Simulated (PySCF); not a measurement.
Work out the structure from these simulated measurements.

Formula: H6NO2PSi.

* NMR, other nuclei: isotropic shieldings of nuclei other than C and H, by class: 225 (1 N), 264 (2 O), 366 (1 Si), 584 (1 P) ppm [GIAO PBE0/pcSseg-1]
* Triplet: lowest triplet excitation (Tamm–Dancoff): 5.64 eV [TDA PBE0/def2-SVPD]
* Rotational structure: rotational constants A, B, C: 3.707, 2.185, 2.077 GHz [PBE0-D3(BJ)/def2-SVP]
* XPS: Si2p3/2 107.7, P2p3/2 136.2, N1s 404.9, O1s 538.5 (×2), Si1s 1847.8, P1s 2149.7 eV [ΔSCF SCAN, pcX-2 on the ionised atom, pcseg-1 elsewhere, spin-free X2C, 2p3/2 from a spin–orbit splitting computed afterwards within the 2p shell]
* UV, first state: lowest singlet excitation: 6.20 eV (200 nm, f = 0.054) [TDDFT PBE0/def2-SVPD]
* Dipole: 1.55 D [PBE0/def2-SVPD]

The electronic properties come from PySCF, for the isolated species, density fitting. Levels stand in brackets. The structure is a single PBE0-D3(BJ)/def2-SVP conformer in the gas phase; no vibrational or solvent corrections. Each NMR value is the plain mean over a class of atoms that symmetry, rotation or inversion makes alike.

Question: What is the compound? Reason from the data.

Answer: Numbering: `[NH2:1][Si:2]([OH:3])([OH:4])[PH2:5]`. The other shieldings belong to: 225 ppm, silicon-bound nitrogen [N1]; 264 ppm, silanol oxygen [O3/O4]; 366 ppm, oxygen-bound silicon [Si2]; 584 ppm, three-coordinate phosphorus [P5]. The core levels belong to: Si2p3/2 107.7 eV, oxygen-bound silicon [Si2]; P2p3/2 136.2 eV, three-coordinate phosphorus [P5]; N1s 404.9 eV, silicon-bound nitrogen [N1]; O1s 538.5 eV, silanol oxygen [O3/O4]; Si1s 1847.8 eV, oxygen-bound silicon [Si2]; P1s 2149.7 eV, three-coordinate phosphorus [P5]. One atom of each topological class was ionised and stands for its class. By its constants the optimised geometry is an asymmetric top. Structure: `N[Si](O)(O)P`. The assignments are read from this structure; whether some other isomer fits the data as well wasn't checked.

The values belong to the conformer `[NH2:1][Si:2]([OH:3])([OH:4])[PH2:5]`: H–N1–Si2–O3 -159°, H–N1–Si2–O3 57°, H–O3–Si2–N1 55°, H–O4–Si2–N1 143°, H–P5–Si2–N1 -85°, H–P5–Si2–N1 -179°.
